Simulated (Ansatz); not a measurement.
A run for Ansatz (an electronic-structure program): R-wB97X-V/def2-TZVPP on C2H5BO (SMILES C=CBO), a point of a torsion scan.

Ansatz 0.2 input:
```yaml
crystal:
  periodic: [false, false, false]
  atoms:
    - {symbol: C, position_ang: [-1.40810657, 0.46648756, -0.10354657]}
    - {symbol: C, position_ang: [-0.40004326, -0.18225064, 0.45847789]}
    - {symbol: B, position_ang: [0.92569416, -0.65938285, -0.24755947]}
    - {symbol: O, position_ang: [2.02445190, 0.08789044, -0.32500069]}
    - {symbol: H, position_ang: [-1.39007596, 0.74183935, -1.14662317]}
    - {symbol: H, position_ang: [-2.29701583, 0.75241972, 0.43831120]}
    - {symbol: H, position_ang: [-0.49085459, -0.43489699, 1.51218346]}
    - {symbol: H, position_ang: [1.01639121, -1.73589001, -0.71071769]}
    - {symbol: H, position_ang: [1.98084923, 0.97327598, 0.04112456]}
basis:
  gaussian:
    orbitals: def2-TZVPP
hamiltonian:
  xc: {name: wB97X-V}
scf: {lower_state_search: off}
```

Question: What total energy does the run end on?

Answer: -179.3263 hartree.

Question: How many basis functions does it have, and what does it roughly cost on one machine?

Answer: 194 functions; very roughly 8 core-seconds.
